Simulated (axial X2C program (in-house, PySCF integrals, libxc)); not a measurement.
SbH⁺: bond constants with and without spin–orbit coupling

Calculated with an in-house relativistic program for diatomic molecules. Spin-free means the one-electron spin-free X2C Hamiltonian; two-component (2c) means X2C with spin–orbit coupling and atomic mean-field two-electron Coulomb and Gaunt terms, so the difference of the two also holds small scalar two-electron terms. Basis: Sb dyall-cv3z [11s12p8d4f1g], H dyall-v3z [6s2p1d] (cores contracted in-house); Gaussian nuclei, density fitting, unrestricted open shells. Masses: Sb 120.904 u, H 1.008 u.

State, spin-free: M_S = 1/2, Λ = 1 (beyond evenly filled blocks: π+α); electrons by block: σα: 11, σβ: 11, π+α: 6, π+β: 5, π-α: 5, π-β: 5, δ+α: 2, δ+β: 2, δ-α: 2, δ-β: 2. Fragments: Sb+ + H.

State, 2c: Ω = 1/2 (⟨Sz⟩ = -0.49, ⟨Lz⟩ = 0.99 at PBE0); electrons by block: 1/2: 17, -1/2: 16, 3/2: 7, -3/2: 7, 5/2: 2, -5/2: 2. Fragments: Sb+ + H.

```json
{"Hamiltonian": "spin-free", "level": "PBE0", "Re (Å)": "1.713", "ωe (cm⁻¹)": "1989.3", "Be (cm⁻¹)": "5.749", "αe (cm⁻¹)": "0.133", "De (eV)": "2.69", "k (mdyn/Å)": "2.33", "μ (D)": "0.41"}
{"Hamiltonian": "spin-free", "level": "HF", "Re (Å)": "1.695", "ωe (cm⁻¹)": "2109.6", "Be (cm⁻¹)": "5.872", "αe (cm⁻¹)": "0.125", "De (eV)": "1.70", "k (mdyn/Å)": "2.62", "μ (D)": "0.48"}
{"Hamiltonian": "spin-free", "level": "MP2", "Re (Å)": "1.692", "ωe (cm⁻¹)": "2060.9", "Be (cm⁻¹)": "5.894", "αe (cm⁻¹)": "0.139", "De (eV)": "2.48", "k (mdyn/Å)": "2.5", "μ (D)": "n/a"}
{"Hamiltonian": "spin-free", "level": "CCSD", "Re (Å)": "1.702", "ωe (cm⁻¹)": "2004.7", "Be (cm⁻¹)": "5.821", "αe (cm⁻¹)": "0.145", "De (eV)": "2.72", "k (mdyn/Å)": "2.37", "μ (D)": "n/a"}
{"Hamiltonian": "spin-free", "level": "CCSD(T)", "Re (Å)": "1.706", "ωe (cm⁻¹)": "1981.1", "Be (cm⁻¹)": "5.797", "αe (cm⁻¹)": "0.149", "De (eV)": "2.74", "k (mdyn/Å)": "2.31", "μ (D)": "n/a"}
{"Hamiltonian": "spin-free", "level": "r2SCAN0", "Re (Å)": "1.704", "ωe (cm⁻¹)": "2026.6", "Be (cm⁻¹)": "5.809", "αe (cm⁻¹)": "0.133", "De (eV)": "2.62", "k (mdyn/Å)": "2.42", "μ (D)": "0.45"}
{"Hamiltonian": "2c", "level": "PBE0", "Re (Å)": "1.714", "ωe (cm⁻¹)": "1978.7", "Be (cm⁻¹)": "5.738", "αe (cm⁻¹)": "0.135", "De (eV)": "n/a", "k (mdyn/Å)": "2.31", "μ (D)": "0.41"}
{"Hamiltonian": "2c", "level": "r2SCAN0", "Re (Å)": "1.705", "ωe (cm⁻¹)": "2017.0", "Be (cm⁻¹)": "5.8", "αe (cm⁻¹)": "0.134", "De (eV)": "n/a", "k (mdyn/Å)": "2.4", "μ (D)": "0.45"}
```

Correlated methods: 15 electrons correlated (number of frozen shells: Sb 4 s, 3 p, 1 d; H none), 191 virtual spin orbitals or spinors in MP2, 90 natural virtuals in coupled cluster.

Dipoles are positive if H is the positive end and refer to the centre of mass.

The state is one determinant whose occupation by symmetry is held fixed; it was picked as the lowest of a PBE0 search that is not exhaustive. Dissociation energies refer to the lowest single-determinant-based atoms at the same level and basis. De is not given where an atomic determinant may have missed its ground term or J level, or where the truncated virtual space spoils (T). Density functionals use the spin component along the axis (collinear). CCSD and (T) use frozen natural virtuals with an MP2 correction for the truncation; (T) itself is uncorrected, so its De runs slightly low. Without a current term, density functionals place determinants with orbital angular momentum somewhat too high.

No reliable constants came from CCSD (2c), CCSD(T) (2c), HF (2c), MP2 (2c): no minimum in range, unconverged points, a curve that is not smooth, a change of character along it, or the two Hamiltonians disagreeing along it.

Rough cost a point (2c) on 1 thread(s) of a shared host, integrals apart: PBE0 0.4 s, r2SCAN0 0.7 s.

The whole task took 4.3 min on 1 thread of Intel(R) Xeon(R) Processor @ 2.30GHz, on a shared host.
